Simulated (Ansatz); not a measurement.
Geometry optimisation, RKS B3LYP-D4/def2-SVP (Ansatz 0.2.0).

The input (input.yaml):

```yaml
crystal:
  periodic: [false, false, false]
  atoms:
    - { symbol: W, position_ang: [-0.11336, 0.022238, -0.05031] }
    - { symbol: Cl, position_ang: [0.010522, 0.288106, 2.295863] }
    - { symbol: F, position_ang: [1.662593, 0.533661, -0.014313] }
    - { symbol: H, position_ang: [-0.44302, 1.660346, -0.291338] }
    - { symbol: F, position_ang: [-1.952053, 0.211374, 0.216429] }
    - { symbol: Cl, position_ang: [-0.69998, -2.160837, -0.649456] }
    - { symbol: F, position_ang: [0.042088, 0.281895, -1.897953] }
    - { symbol: O, position_ang: [1.865754, -2.029119, 1.244887] }
    - { symbol: H, position_ang: [1.441903, -2.898755, 1.281623] }
    - { symbol: H, position_ang: [1.703052, -1.642909, 2.136068] }
basis:
  gaussian: { orbitals: def2-SVP }
hamiltonian:
  xc: b3lyp
  dispersion: d4
relax:
  f_tol: 0.03
  max_steps: 50
```

Launched with:

```bash
$ ansatz run input.yaml --threads 4 --pin off --max-ram 5120MiB --backend cpu --events-out ev --progress --plain --runs-dir out
```

Task: Where does it end, and by what steps?

Result: The forces met the threshold. After 22 steps the energy has fallen by 0.770 eV; F5 moved furthest, 1.34 Å. Joined: W1–O8 (3.13 → 2.29 Å).

```tsv
step	energy less start (eV)	largest force component (eV/Å)	accepted
0	0.0000	0.862	yes
1	-0.0337	1.906	yes
2	-0.1305	1.444	yes
3	-0.2447	1.433	yes
4	-0.2808	0.937	yes
5	-0.2782	0.484	no
6	-0.3206	0.180	yes
7	-0.3345	0.111	yes
8	-0.3509	0.420	yes
9	-0.3793	0.940	yes
10	-0.4198	1.327	yes
11	-0.5006	1.112	yes
12	-0.6054	0.963	yes
13	-0.6694	1.113	yes
14	-0.6749	0.836	yes
15	-0.7224	0.880	yes
16	-0.7560	0.474	yes
17	-0.7654	0.164	yes
18	-0.7671	0.143	yes
19	-0.7685	0.081	yes
20	-0.7691	0.056	yes
21	-0.7694	0.044	yes
22	-0.7695	0.025	yes
```

```xyz
10
Properties=species:S:1:pos:R:3
W 0.182 -0.130 -0.070
Cl 0.680 0.995 1.991
F 2.003 0.131 -0.357
H -0.803 1.204 0.145
F -1.330 -0.818 0.819
Cl -0.066 -2.107 -1.335
F -0.028 0.697 -1.730
O 1.092 -1.721 1.301
H 0.631 -2.575 1.284
H 1.156 -1.411 2.222
```

Whether the end is a true minimum wasn't checked by a vibrational analysis.

Run time: 93 s on 4 threads of Arm Neoverse V1 (shared host), peak memory 0.45 GiB.
